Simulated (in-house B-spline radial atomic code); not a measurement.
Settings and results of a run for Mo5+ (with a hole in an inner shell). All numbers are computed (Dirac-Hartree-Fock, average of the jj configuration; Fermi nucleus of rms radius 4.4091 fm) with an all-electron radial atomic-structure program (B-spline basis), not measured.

In the input, a minus or plus after the letter marks the j = l - 1/2 or j = l + 1/2 subshell.

Command:
```bash
python run_scf.py task.json out
```
Settings (nuclear radius in fm, mass in u):
```
Z                42
configuration    1s1 2s2 2p6 3s2 3p-1 3p+4 3d10 4s2 4p6 4d3
hamiltonian      dirac
method           hf
spin_polarised   False
nucleus          fermi
rms_radius       4.4091
atomic_mass      97.9054
speed_of_light   137.035999084
```

Output (hartree, bohr):
```
 radial grid: 67 intervals, B-splines of order 8, outer radius 18.2456 bohr

 iter        energy (Eh)    residual
    1       -3272.706761    1.25e+00
    2       -3285.305410    4.61e-01
    3       -3287.847016    1.24e-01
    4       -3288.065293    3.31e-02
    5       -3288.082538    1.59e-02
    6       -3288.086056    5.83e-04
    7       -3288.086061    1.25e-04
    8       -3288.086062    1.29e-05
    9       -3288.086062    4.32e-07
   10       -3288.086062    3.14e-08

 total energy                     -3288.08606
 kinetic                            3398.8827
 electron-nucleus                  -8019.1392
 electron-electron                  1332.1703

 first-order corrections (not in the total)
   Gaunt                             1.2346
   retardation                      -0.1656
   frequency dependence             -0.0096
   self-energy                       1.0593
   Uehling                          -0.1186
   Wichmann-Kroll                    0.0018
   recoil                            0.0136

 orbital      occ     eigenvalue          <r>       <r^2>       <1/r>       <r^4>       r_max    small
 1s1/2      1.000      -765.4535    0.0350053  0.00165824     43.7729 8.47876e-06     0.02275  2.37e-02
 2s1/2      2.000      -115.5193     0.150424   0.0267572     10.1981  0.00123749      0.1277  5.09e-03
 2p1/2      2.000      -107.7319     0.127798   0.0200461     10.1096  0.00081076     0.09876  5.02e-03
 2p3/2      4.000      -103.5601     0.132132   0.0212961     9.63052 0.000901061      0.1025  4.87e-03
 3s1/2      2.000       -23.7802     0.413366    0.195514      3.5335   0.0586521      0.3732  1.39e-03
 3p1/2      1.000       -20.6993     0.407427    0.193707     3.42608   0.0623802      0.3589  1.33e-03
 3p3/2      4.000       -19.8378      0.41391    0.198859     3.32568   0.0635789       0.367  1.30e-03
 3d3/2      4.000       -13.5186     0.389061     0.18077     3.14811    0.061721      0.3071  1.19e-03
 3d5/2      6.000       -13.5245     0.392109    0.183309      3.1161   0.0631339      0.3102  1.17e-03
 4s1/2      2.000        -5.7707      1.02483     1.18243     1.33004     2.04925      0.9323  3.35e-04
 4p1/2      2.000        -4.5747      1.08733     1.34409     1.24969     2.73107      0.9778  3.09e-04
 4p3/2      4.000        -4.4715      1.10799     1.39135     1.20465     2.91205      0.9925  2.88e-04
 4d3/2      1.200        -2.7776      1.31547     1.99628      0.9906     6.42878       1.129  2.07e-04
 4d5/2      1.800        -2.7650      1.32247     2.01684    0.983648     6.55496       1.135  2.05e-04
```

Run time, properties included: 1.6 s on 1 thread of Arm Neoverse N1 (shared host).

For the Dirac Hamiltonian the kinetic term is c α·p + (β - 1)c².
